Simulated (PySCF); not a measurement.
**NMR data sheet: C$_{5}$H$_{9}$NO$_{2}$Si**

- Formula: C5H9NO2Si
- SMILES: C=C1O[Si@@H](N)C=C[C@@H]1O
- Point group of the computed structure: C1
- Degrees of unsaturation: 3
- Carbon signals: 5
- Proton signals: 8

Numbering as in the mapped SMILES `[CH2:1]=[C:2]1[O:3][Si@@H:4]([NH2:5])[CH:6]=[CH:7][C@@H:8]1[OH:9]`. Each H is labelled by its parent atom. Ha(C1) is cis to O3; Hb(C1) is trans to O3.

[PySCF 2.14.0 with density-fitted response routines: geometry: GFN2-xTB; PBE0/pcSseg-1 with gauge-including orbitals; equivalent nuclei averaged; in vacuum; no relativistic terms; single conformer]

Shifts are taken against calculated references (same method and geometry level): 1H (31.72 ppm) and 13C (186.93 ppm) and 29Si (349.16 ppm) against TMS; NH3 for 15N (267.73 ppm); H2O for 17O (336.08 ppm).

| carbon | δC, type | δH (multiplicity) | HMBC from (2–3 bonds) | span of the C tensor (ppm) |
| --- | --- | --- | --- | --- |
| C1 | 97.5, CH2 | Ha(C1) 4.63 (m); Hb(C1) 4.54 (m) | H(C8) | 161 |
| C2 | 161.5, C | – | H(C7), H(Si4), H(C8), Ha(C1), Hb(C1) | 196 |
| C6 | 147.9, CH | 6.63 (m) | H(C7), H(Si4), H(C8) | 249 |
| C7 | 158.2, CH | 7.47 (m) | H(C6), H(Si4), H(C8) | 251 |
| C8 | 73.3, CH | 4.64 (m) | H(C7), H(C6), Ha(C1), Hb(C1) | 41 |

Other nuclei:
```
 atoms  nucleus                                                    environment  δ (ppm)  σ (ppm)
H(Si4)       1H  hydrogen on a silicon bonded to C, N, O, in a 6-membered ring     5.44    26.28
 H(N5)       1H                            hydrogen on a nitrogen bonded to Si     0.78    30.94
 H(O9)       1H                                  hydrogen on an alcohol oxygen     0.69    31.03
   Si4     29Si             silicon bonded to C, N, O, H, in a 6-membered ring    -35.8    385.0
    N5      15N                                     nitrogen bonded to Si, 2 H     23.0    244.7
    O3      17O                   oxygen bonded to C, Si, in a 6-membered ring    114.2    221.9
    O9      17O                                                 alcohol oxygen     87.9    248.2
```

- Carbon types of the structure: 1 × C, 3 × CH, 1 × CH2, leaving 4 H on heteroatoms.
- δC 161.5: alkene carbon bearing oxygen; an sp2 carbon further deshielded by the attached heteroatom.
- δC 158.2, 147.9: alkene CH; the olefinic region.
- δC 97.5: β carbon of an enol-ether or enamine type C=C; the O or N lone pair pushes π density onto this β carbon and shields it.
- δC 73.3: allylic sp3 CH bonded to O; pulled downfield by the heteroatom.
- δH 7.47, 6.63: hydrogen on an alkene CH; olefinic region.

Exchangeable OH/NH protons stand at their gas-phase positions; hydrogen bonding in a real sample shifts them, mostly to higher δ. Shifts are as computed. Against solution values, carbons near 30 ppm lie about +3 ppm off and those near 130 ppm about +5 ppm. Of 1211 compounds with measured shifts, 218 miss one by over three times the rms of a fit or turn the order of signals round; such compounds aren't used in these exercises. Experimental scales use liquid or dissolved standards, which lie at an offset from isolated NH3 (liquid NH3: subtract about 20 ppm) and H2O (liquid H2O: subtract about 36 ppm). Multiplicities follow the n + 1 count of equivalent neighbours, as no J values were calculated; m marks all less simple cases, F and P coupling included.
